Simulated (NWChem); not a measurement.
System: GeN$_{2}$H$_{4}$F$_{2}$; SMILES [NH2][Ge]([NH2])([F])[F]

The following NWChem deck was run.

```
start job
memory heap 200 mb stack 900 mb global 1100 mb
geometry units angstroms noautoz
  N     -1.375779    -0.581036     1.029828
  Ge     0.000000     0.000000    -0.000365
  N      1.375779     0.581036     1.029828
  F      0.709850    -1.177046    -1.089527
  F     -0.709850     1.177046    -1.089527
  H     -1.146159    -1.401472     1.600640
  H     -2.234291    -0.763418     0.499293
  H      1.146159     1.401472     1.600640
  H      2.234291     0.763418     0.499293
end
basis spherical
  * library def2-svp
end
dft
  xc xpbe96 cpbe96
  iterations 150
  mulliken
end
task dft energy
```

The geometry was optimised at PBE-D3(BJ)/def2-SVP.

Give the results of this calculation. (PBE/def2-SVP.) Quantities: energy (Ha); highest occupied level (eV); orbital gap (eV); dipole (D).


| Quantity | Value |
|---|---|
| energy (Ha) | -2387.57 |
| highest occupied level (eV) | -6.48 |
| orbital gap (eV) | 5.66 |
| dipole (D) | 2.15 |
